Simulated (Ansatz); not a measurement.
`CO[AsH2]` + NH₃ → `N[AsH2]` + CH₃OH at 400 K and 1 bar (ligand exchange at the As–O bond).

Calculated with Ansatz (gas phase, PBE0-D4/def2-TZVP geometries, no zero-point term in ΔE). CCSD(T)/CBS adds triple-zeta CCSD(T) − MP2 to the extrapolated MP2 energy (def2 sets, frozen cores). This one scheme is used for every species. For As outer-core shells are correlated without core-valence functions, which leaves a few kJ/mol of doubt a bond. Scalar relativity is left out up to krypton.

| species | CCSD(T)/CBS energy (Eh) | H − E (kJ/mol) | S (J/(mol·K)) |
| --- | --- | --- | --- |
| `CO[AsH2]` | -2351.21577 | 174.4 | 318.6 |
| NH₃ | -56.50880 | 104.2 | 203.1 |
| `N[AsH2]` | -2292.09958 | 128.5 | 285.0 |
| CH₃OH | -115.61712 | 151.2 | 252.6 |

H − E and S are ideal-gas, rigid-rotor, harmonic terms from PBE0-D4/def2-TZVP, for one conformer and one mirror image of each species. 1 Eh = 2625.50 kJ/mol, R = 8.31446 J/(mol·K).

Question: By hand: ΔE, ΔH, ΔS and ΔG.

Answer: ΔE = (-2292.09958) + (-115.61712) − (-2351.21577) − (-56.50880) = 0.00787 Eh = 20.7 kJ/mol. Δ(H − E) = 128.5 + 151.2 − 174.4 − 104.2 = 1.1, so ΔH = 21.8 kJ/mol. ΔS = 285.0 + 252.6 − 318.6 − 203.1 = 15.9 J/(mol·K). ΔG = 21.8 − 400 × (15.9)/1000 = 15.4 kJ/mol.

Question: By hand: the equilibrium constant, and the temperature at which ΔG would vanish if ΔH and ΔS stayed fixed.

Answer: log₁₀ K = −ΔG/(RT ln 10) = -2.0. ΔG = 0 at ΔH/ΔS = 1371 K, though so small a ΔS makes that figure unsure.

ΔH outweighs TΔS. A doubt of 5 kJ/mol in ΔE shifts log₁₀ K by 0.7 here. Other conformers and mirror images would add mixing entropy, several J/(mol·K) or more a flexible species. These are equilibria of isolated gas molecules and say nothing of rates. Largest T1 diagnostic: 0.012 (customary marks: 0.02 for closed shells, 0.045 for open ones).
